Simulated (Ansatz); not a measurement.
A nudged elastic band was laid between two geometries of CH2BBrO (6 atoms, charge 0, multiplicity 1).

Computed with Ansatz, RKS B3LYP-D4/def2-SVP.

```json
{"movable images": "6", "climbing image": "no", "spring": "5.0 eV/Å²", "optimiser": "quadratic models (default)", "start path": "IDPP", "force threshold": "0.05 eV/Å", "iteration limit": "60", "end points": "relaxed"}
```

Image 0:

```xyz
6
Properties=species:S:1:pos:R:3
O 1.051 -1.396 0.315
C 0.764 -0.356 -0.246
B -0.499 0.403 0.329
Br -2.089 0.407 -0.720
H 1.337 -0.012 -1.150
H -0.521 0.890 1.425
```

Image 7:

```xyz
6
Properties=species:S:1:pos:R:3
O 1.341 -1.196 0.563
C 0.682 -0.523 -0.203
B -0.535 0.369 0.330
Br -1.527 1.399 -0.924
H 0.920 -0.519 -1.302
H -0.839 0.406 1.489
```

Q: What changes between the two ends?

A: No bond is made or broken. The dihedral O1–C2–B3–Br4 goes from -108 to -180°.

Q: What energy profile does the band end with?

A: The run converged. The highest image is number 7 of 0 to 7, 0.4 kcal/mol above the first end and 0.0 kcal/mol above the last; the last end lies 0.4 kcal/mol above the first. The highest image is an end point: on this band no image between the ends rises above it.

```csv
image,path coordinate (Å),energy (kcal/mol),dihedral O1–C2–B3–Br4 (°)
0,0.00,0.0,-108
1,0.20,0.0,-118
2,0.39,0.1,-128
3,0.59,0.2,-138
4,0.79,0.3,-148
5,0.98,0.4,-159
6,1.18,0.4,-169
7,1.38,0.4,-180
```

The band took 7 iterations and of the order of 2.4 core-minutes.

The run took 2.4 min on 1 thread of Arm Neoverse V1 (shared host), peak memory 0.17 GiB.
